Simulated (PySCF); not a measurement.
## Working out the ionisation energy of Mo⁺

Mo⁺ [Kr] 4d5 (6S) → Mo²⁺ [Kr] 4d4 (5D). Calculation: PySCF 2.14, in x2c-TZVPPall with one added diffuse shell each of s, p, d, f type (9s7p7d3f1g, 95 functions); the spin-free X2C one-electron Hamiltonian (Gaussian nucleus). Frozen: [Kr]. Energies in hartree (1 hartree = 27.21139 eV):

```
            part   Mo⁺ (lower)  Mo²⁺ (upper)
             UHF  -4045.963336  -4045.409034
CCSD correlation     -0.065829     -0.039866
             (T)     -0.001162     -0.000373
```

**Question.** What does Hartree-Fock give?

**Answer.** (-4045.409034) − (-4045.963336) = 0.554302 hartree = 15.083 eV.

**Question.** What do CCSD and CCSD(T) give?

**Answer.** The CCSD correlation energies differ by 0.025963 hartree = 0.706 eV and the triples by 0.000789 hartree = 0.021 eV, so CCSD gives 15.789 eV and CCSD(T) 15.810 eV.

A first-order spin-orbit estimate adds -0.143 eV to CCSD(T) (valence), giving 15.667 eV against 16.16 ± 0.12 eV (semi-empirical (NIST evaluation); NIST Atomic Spectra Database, ionization energies).

What remains against the reference includes basis incompleteness, the frozen core and higher excitations.
